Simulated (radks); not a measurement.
Polarisabilities and homonuclear dispersion coefficients (atomic units). Level of theory: non-relativistic Kohn-Sham, LB94 model potential, spin-polarised, spherical densities, point nucleus; open shells are filled with parallel spins first (spin-orbit coupling, left out, can overturn this in heavy ions) (a radial shooting solver on a logarithmic mesh with Libxc functionals). Response by self-consistent Sternheimer equations with the Hartree and adiabatic LDA kernel. For heavy and open-shell atoms this level of theory can miss by tens of per cent. "Uncoupled" leaves out the induced potential. Quadrupole and octupole values are given only where no p, d or f shell is open.

species  configuration  alpha1 (bohr^3)  alpha1, uncoupled     C6  recommended alpha1
Ru        [Kr] 4d7 5s1            49.19              81.37  417.1           72 +/- 10
Ru+           [Kr] 4d7            13.17              20.07  82.72                   -
Ru2+          [Kr] 4d6            7.623              11.21  40.85                   -
Ru3+          [Kr] 4d5            4.964              7.189  22.93                   -
Ru4+          [Kr] 4d4            3.456              5.058  13.79                   -
Ru5+          [Kr] 4d3            2.533              3.776  8.753                   -
Ru6+          [Kr] 4d2            1.932              2.944  5.783                   -

Recommended values: Schwerdtfeger and Nagle, table of static dipole polarisabilities (2023 update), measured or computed.

Beside tabulated values, note that relativity, absent from the non-relativistic runs, is large for the heavy elements.
